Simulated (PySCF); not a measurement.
H2O2Zn, SMILES [OH][Zn][OH].

Geometry optimised at TPSSh-D3(BJ)/def2-TZVP. A frequency run showed that this geometry is not a minimum. The isomer is the one that the SMILES or the coordinates give; other isomers of the formula were not compared. Other conformers were not sampled.

Method: TDDFT-M06-2X/def2-SVPD in PySCF 2.14.0.

Vertical excitations. Gas-phase values at a fixed geometry. State labels are in the subgroup C2v.

```csv
state,symmetry,energy (eV),λ (nm),f,main pairs
S1,A2,5.61,221,0.000,HOMO→LUMO 91 %
S2,B1,6.31,197,0.073,HOMO−1→LUMO 89 %
S3,B2,6.79,183,0.093,"HOMO−2→LUMO 78 %, HOMO→LUMO+2 14 %"
S4,A2,7.26,171,0.000,HOMO→LUMO+1 94 %
S5,A1,7.28,170,0.064,HOMO−3→LUMO 82 %
S6,B2,7.91,157,0.070,"HOMO→LUMO+2 45 %, HOMO−2→LUMO+1 45 %"
S7,B1,7.91,157,0.014,HOMO−1→LUMO+1 94 %
S8,A2,8.16,152,0.000,HOMO−2→LUMO+2 95 %
S9,B1,8.20,151,0.022,"HOMO→LUMO+3 76 %, HOMO−1→LUMO+4 14 %"
S10,B2,8.25,150,0.084,"HOMO−2→LUMO+1 48 %, HOMO→LUMO+2 33 %, HOMO−2→LUMO 10 %"
T1,A2,5.34,232,0,HOMO→LUMO 88 %
T2,B1,5.95,208,0,HOMO−1→LUMO 84 %
T3,B2,5.99,207,0,HOMO−2→LUMO 87 %
T4,A1,6.48,191,0,HOMO−3→LUMO 84 %
```
Triplets are in the Tamm–Dancoff approximation, which puts them higher than full response would, so one can lie above its singlet here.
